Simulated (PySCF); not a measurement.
## Deuteron quadrupole couplings in `FC[C@@H]1CCC[Si@]1(F)P`

Compound: C5H11F2PSi.
SMILES with atom numbers: `[F:1][CH2:2][C@@H:3]1[CH2:4][CH2:5][CH2:6][Si@:7]1([F:8])[PH2:9]` (hydrogens: H10, H11 on C2; H12 on C3; H13, H14 on C4; H15, H16 on C5; H17, H18 on C6; H19, H20 on P9)

Structure used (GFN2-xTB), in Å, numbered top down from 1:
```xyz
20
C5H11F2PSi angstrom
F     -0.426    1.640    1.793
C     -1.535    1.067    1.198
C     -1.099    0.035    0.177
C     -0.469   -1.199    0.831
C      0.340   -1.944   -0.229
C      1.290   -0.949   -0.903
Si     0.262    0.658   -1.020
F     -0.409    0.739   -2.508
P      1.022    2.708   -0.564
H     -2.128    0.631    2.009
H     -2.086    1.887    0.729
H     -1.986   -0.265   -0.385
H     -1.227   -1.849    1.271
H      0.201   -0.870    1.629
H     -0.345   -2.348   -0.976
H      0.888   -2.776    0.214
H      2.175   -0.807   -0.283
H      1.629   -1.320   -1.868
H      1.896    2.306    0.428
H      2.002    2.667   -1.546
```

Level: PBE0/pcSseg-1 (PySCF, non-relativistic); Q(2H) = 0.00286 b; rigid geometry, the same for H and D, with no vibrational averaging.

Question: Rank these positions by the coupling χzz of a deuteron there, largest first.
A. H12 (methine hydrogen)
B. H11 (methylene hydrogen)
C. H14 (methylene hydrogen)
D. H18 (methylene hydrogen)
E. H20 (P–H hydrogen)

Answer: D (215 kHz), A (207 kHz), C (202 kHz), B (194 kHz), E (141 kHz).

Q: Tabulate Vzz, the asymmetry η and χzz = 234.96 MHz × Q × Vzz for every hydrogen position.

A: 
```
atom  bonded to  bond length (Å)  Vzz (au)     η  χzz (kHz)
 H10         C2            1.096    0.2878  0.07        193
 H11         C2            1.094    0.2887  0.07        194
 H12         C3            1.092    0.3082  0.05        207
 H13         C4            1.092    0.3071  0.01        206
 H14         C4            1.092    0.2999  0.01        202
 H15         C5            1.092    0.3032  0.01        204
 H16         C5            1.091    0.3080  0.01        207
 H17         C6            1.090    0.3161  0.03        212
 H18         C6            1.088    0.3197  0.03        215
 H19         P9            1.382    0.2151  0.06        145
 H20         P9            1.387    0.2099  0.07        141
```

Q: Average by the element that carries the hydrogen.

A: on C: 204 kHz over 9 positions, mean bond length 1.092 Å; on P: 143 kHz over 2 positions, mean bond length 1.385 Å.

Q: A static deuteron (I = 1) shows a doublet split by (3/2)χ, (3/4)χ(1 + η) and (3/4)χ(1 − η) with the field along z, y and x of the gradient. What are these for H13?

A: With |χ| = 206.4 kHz and η = 0.014: 310, 157 and 153 kHz, to first order and without motion.

Isolated species at its GFN2-xTB geometry (one conformer only). GFN2-xTB bond lengths can be off by several hundredths of an ångström, more for odd bonds, and the gradients follow them. These gradients aren't converged with respect to the basis.
